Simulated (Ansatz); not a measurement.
```yaml
crystal:
  periodic: [false, false, false]
  atoms:
    - {symbol: O, position_ang: [0.036737, 1.647764, -0.362105]}
    - {symbol: Si, position_ang: [0.189629, 0.185490, 0.338029]}
    - {symbol: S, position_ang: [0.702435, -1.232652, -1.162080]}
    - {symbol: Br, position_ang: [-1.683718, -0.475636, 1.337252]}
    - {symbol: H, position_ang: [-0.574775, 1.733131, -1.096793]}
    - {symbol: H, position_ang: [1.207194, 0.346536, 1.389357]}
    - {symbol: H, position_ang: [0.183797, -2.272632, -0.489261]}
basis:
  gaussian: {orbitals: aug-cc-pVTZ, final_grid: {core_spheres: 8, valence_spheres: 7, degree: 23}}
hamiltonian: {xc: {name: PBEsol}}
scf: {lower_state_search: full}
kpoints: {mp_grid: {grid: [2, 2, 2]}}
```

```sh
$ ansatz run in.yaml --threads 4 --pin off --events-out ev --progress --plain --max-ram 10444MiB
```

It prints (some lines left out):

```
Error: invalid value for `basis.gaussian`: such a run doesn't read kpoints; remove what it names
```

In this input the input holds a key that doesn't belong there. The program refused the input.
